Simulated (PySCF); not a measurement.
**In⁺ (indium, charge +1): UHF calculation**

Configuration: [Kr] 4d10 5s1 5d1, high-spin 3D determinant (an excited configuration). Calculation: PySCF 2.14, in x2c-TZVPPall with one added diffuse shell each of s, p, d, f type (9s7p5d3f, 76 functions); scalar relativity by spin-free X2C-1e.

- Total energy: -5877.638749 hartree
- One-electron energy: -8071.3861 hartree
- Hartree (Coulomb) energy: 2352.1682 hartree
- Exchange energy: -158.4208 hartree
- ⟨S²⟩: 2.0007
- ⟨L²⟩: 6.000
- Sum of ⟨r⟩: 33.99 bohr
- Sum of ⟨r²⟩: 70.39 bohr²
- Traceless quadrupole moment −½Σ⟨3z² − r²⟩ along its main axis: 10.7 e·bohr²
- Langevin diamagnetic susceptibility: -55.8 ×10⁻⁶ cm³/mol

| shell | electrons | mean orbital energy (hartree) | spread (hartree) | rms radius, mean of both spins (bohr) |
| --- | --- | --- | --- | --- |
| 1s α | 1 | -1032.39003 | 0 | 0.0340 |
| 1s β | 1 | -1032.38658 | 0 | 0.0340 |
| 2s α | 1 | -158.29161 | 0 | 0.139 |
| 2s β | 1 | -158.28835 | 0 | 0.139 |
| 2p α | 3 | -141.94388 | 0.00003 | 0.124 |
| 2p β | 3 | -141.94327 | 0.00053 | 0.124 |
| 3s α | 1 | -31.83776 | 0 | 0.371 |
| 3s β | 1 | -31.83114 | 0 | 0.371 |
| 3p α | 3 | -26.33833 | 0.00101 | 0.372 |
| 3p β | 3 | -26.33606 | 0.00116 | 0.372 |
| 3d α | 5 | -17.78580 | 0.00136 | 0.352 |
| 3d β | 5 | -17.78523 | 0.00118 | 0.352 |
| 4s α | 1 | -5.76055 | 0 | 0.908 |
| 4s β | 1 | -5.74576 | 0 | 0.908 |
| 4p α | 3 | -4.03380 | 0.00100 | 0.990 |
| 4p β | 3 | -4.02917 | 0.00269 | 0.990 |
| 4d α | 5 | -1.46688 | 0.00471 | 1.26 |
| 4d β | 5 | -1.45770 | 0.00386 | 1.26 |
| 5s α | 1 | -0.79240 | 0 | 2.61 |
| 5d α | 1 | -0.21557 | 0 | 6.14 |

The outer electron is Rydberg-like, and this basis confines it to a smaller radius and binds it less than a complete one would.

Densities and radii are taken from the X2C orbitals without a picture-change correction, which distorts them close to the nucleus.

Spin-orbit constants ζ (cm⁻¹) from the X2C one-electron operator on these orbitals: bare nucleus, nucleus screened by l(l+1)(2l+1)/3 electrons, and screened by the Breit-Pauli mean field of the electrons.

```csv
shell,bare,screened nucleus,mean field
2p,1131000,1084000,1064000
3p,207100,198700,194400
3d,30910,24600,23590
4p,33560,32190,31420
4d,3366,2679,2508
5d,73.07,58.16,52.89
```

To first order the Landé constant is A = 26.45 cm⁻¹, so the lowest level has J = 1 and lies 0.00984 eV below the centre of the term. This holds in LS coupling only.
